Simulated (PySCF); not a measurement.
## NMR data sheet: C₄H₁₂Si₃

* Formula: C4H12Si3
* SMILES: [SiH3]/C=C\[SiH2][SiH]1CC1
* InChI: InChI=1S/C4H12Si3/c5-1-2-6-7-3-4-7/h1-2,7H,3-4,6H2,5H3/b2-1-
* Point group of the computed structure: C1
* Degrees of unsaturation: 2
* Carbon signals: 3
* Proton signals: 7

Molfile (atoms numbered from 1):
```
C4H12Si3
     RDKit          3D

 19 19  0  0  0  0  0  0  0  0999 V2000
   -2.6506    0.5639    0.5377 Si  0  0  0  0  0  4  0  0  0  0  0  0
   -1.8128    0.5868   -1.1479 C   0  0  0  0  0  0  0  0  0  0  0  0
   -0.8858   -0.2631   -1.5866 C   0  0  0  0  0  0  0  0  0  0  0  0
   -0.1222   -1.6871   -0.6204 Si  0  0  0  0  0  4  0  0  0  0  0  0
    1.5415   -0.9132    0.7602 Si  0  0  0  0  0  4  0  0  0  0  0  0
    1.6794    0.9382    1.1276 C   0  0  0  0  0  0  0  0  0  0  0  0
    2.7333    0.4261    0.1498 C   0  0  0  0  0  0  0  0  0  0  0  0
   -3.5257   -0.6083    0.6424 H   0  0  0  0  0  0  0  0  0  0  0  0
   -1.6499    0.5238    1.6078 H   0  0  0  0  0  0  0  0  0  0  0  0
   -3.4616    1.7807    0.6492 H   0  0  0  0  0  0  0  0  0  0  0  0
   -2.1423    1.3717   -1.8246 H   0  0  0  0  0  0  0  0  0  0  0  0
   -0.4964   -0.1243   -2.5924 H   0  0  0  0  0  0  0  0  0  0  0  0
   -1.1583   -2.3882    0.1500 H   0  0  0  0  0  0  0  0  0  0  0  0
    0.3874   -2.6419   -1.6196 H   0  0  0  0  0  0  0  0  0  0  0  0
    2.1471   -1.7200    1.8219 H   0  0  0  0  0  0  0  0  0  0  0  0
    0.9478    1.6214    0.7171 H   0  0  0  0  0  0  0  0  0  0  0  0
    2.0519    1.2868    2.0799 H   0  0  0  0  0  0  0  0  0  0  0  0
    2.6517    0.7957   -0.8630 H   0  0  0  0  0  0  0  0  0  0  0  0
    3.7557    0.4602    0.4978 H   0  0  0  0  0  0  0  0  0  0  0  0
  1  2  1  0
  2  3  2  0
  3  4  1  0
  4  5  1  0
  5  6  1  0
  6  7  1  0
  7  5  1  0
  1  8  1  0
  1  9  1  0
  1 10  1  0
  2 11  1  0
  3 12  1  0
  4 13  1  0
  4 14  1  0
  5 15  1  0
  6 16  1  0
  6 17  1  0
  7 18  1  0
  7 19  1  0
M  END
```

- shielding tensors at PBE0/pcSseg-1 (GIAO)
- structure optimised with GFN2-xTB
- program: PySCF
- one computed conformer, averaged over atoms made equivalent by symmetry, fast rotation or ring inversion, non-relativistic, isolated molecule

Scale: TMS for 1H (σ = 31.72 ppm), 13C (σ = 186.93 ppm), 29Si (σ = 349.16 ppm) (reference shieldings calculated alike).

| carbon | δC, type | δH (multiplicity) | HMBC from (2–3 bonds) | span of the C tensor (ppm) |
| --- | --- | --- | --- | --- |
| C2 | 155.2, CH | 7.37 (m) | H12, H13/H14, H8/H9/H10 | 264 |
| C3 | 152.4, CH | 7.16 (m) | H11, H13/H14, H8/H9/H10, H15 | 259 |
| C6/C7 | -2.6, CH2 | H16 0.41 (m); H17 0.71 (m) | H13/H14, H15, H17/H19, H16/H18 | 47 |

Other nuclei:
| atoms | nucleus | environment | δ (ppm) | σ (ppm) |
| --- | --- | --- | --- | --- |
| H13/H14 | 1H | hydrogen on a silicon bonded to C, Si | 4.41 | 27.31 |
| H8/H9/H10 | 1H | hydrogen on a silicon bonded to C | 4.22 | 27.49 |
| H15 | 1H | hydrogen on a silicon bonded to 2 C, Si, in a 3-membered ring | 2.11 | 29.61 |
| Si4 | 29Si | silicon bonded to C, Si, 2 H | -86.6 | 435.7 |
| Si1 | 29Si | silicon bonded to C, 3 H | -87.6 | 436.8 |
| Si5 | 29Si | silicon bonded to 2 C, Si, H, in a 3-membered ring | -180.5 | 529.7 |

1. Carbon types of the structure: 2 × CH, 2 × CH2, leaving 6 H on heteroatoms.
2. δC 155.2, 152.4: alkene CH; an sp2 carbon of a C=C bond.
3. δC -2.6: three-membered-ring carbon; carbons of three-membered rings are unusually shielded.
4. δH 7.37, 7.16: hydrogen on an alkene CH; olefinic region.
5. δH 4.41: hydrogen on a silicon bonded to C, Si.
6. δH 0.71, 0.41: hydrogen on a three-membered-ring carbon; cyclopropane-type protons are shielded by the ring.

Shifts are as computed. Against solution values, carbons near 30 ppm lie about +3 ppm off and those near 130 ppm about +5 ppm. Of 1211 compounds with measured shifts, 218 miss one by over three times the rms of a fit or turn the order of signals round; such compounds aren't used in these exercises. Multiplicities follow the n + 1 count of equivalent neighbours, as no J values were calculated; m marks all less simple cases, F and P coupling included.
